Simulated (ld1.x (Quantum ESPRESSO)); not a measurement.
Before and after: TM potential for carbon (C)

ld1.x (Quantum ESPRESSO) 7.5 input, shortened:

```
&input
   title='C', zed=6., rel=1, dft='PBE', iswitch=3,
   config='[He] 2s2 2p1 3d-2'
 /
 &inputp
   pseudotype=2, tm=.true., lloc=1,
   nlcc=.false.
 /
3
2S  1  0   2.00   0.00  0.85  0.85  0.0
3D  3  2  -2.00  -0.20  1.90  1.90  0.0
2P  2  1   1.00   0.00  2.15  2.15  0.0
 &test
   configts(1)='2s2 2p1'
 /
```

All-electron outer shells of the reference configuration (PBE, scalar-relativistic, ld1.x):

```tsv
shell	level (eV)	outermost node (bohr)	outermost maximum (bohr)
2s	-25.76	0.38	1.17
2p	-17.00	–	1.11
```

Change: all radii scaled by about 0.93 (s 0.80, p 2.00, d 1.76 bohr).

Cutoffs: the cutoffs (Ry, on a coarse ladder) from which the occupation-weighted sum of valence levels, in a spherical-Bessel basis at the reference potential, stays within 10 and 1 mRy of its value at 400 Ry; they do not see the model core or the augmentation charge, which bear on the density cutoff. Errors are all-electron minus pseudo energies relative to the spin-unpolarised reference configuration.

How do hardness, ghosts and transferability respond?

The potential gets harder (80 Ry and 200 Ry → 100 Ry and 230 Ry); of the 7 tests that both files solve, the error grows in 1 and shrinks in 3 by more than 15 % and 0.3 meV (median size 18.9 → 25.6 meV); neither file shows a bound ghost. A smaller radius makes the pseudo-wave follow the all-electron one further in, where it bends more sharply, so more plane waves are needed.

| quantity | base | changed |
| --- | --- | --- |
| cutoff, loose | 80 Ry | 100 Ry |
| cutoff, tight | 200 Ry | 230 Ry |
| loose cutoff by channel (10 mRy a level) | s 60 Ry, p 25 Ry | s 90 Ry, p 25 Ry |
| bound ghosts | none | none |
| error for 2s2 2p2, meV [ΔE -10.86 eV] | +16 | +14 |
| error for 2s2 2p0, meV [ΔE 24.16 eV] | +157 | +129 |
| error for 2s1 2p0, meV [ΔE 72.35 eV] | +433 | +364 |
| error for 2s2 2p2.3, meV [ΔE -12.02 eV] | +14 | +13 |
| error for 2s2 2p1.5, meV [ΔE -6.90 eV] | +9.3 | +7.5 |
| error for 2s1 2p2, meV [ΔE 8.75 eV] | +19 | +26 |
| error for 2s1 2p3, meV [ΔE -2.38 eV] | +88 | +85 |
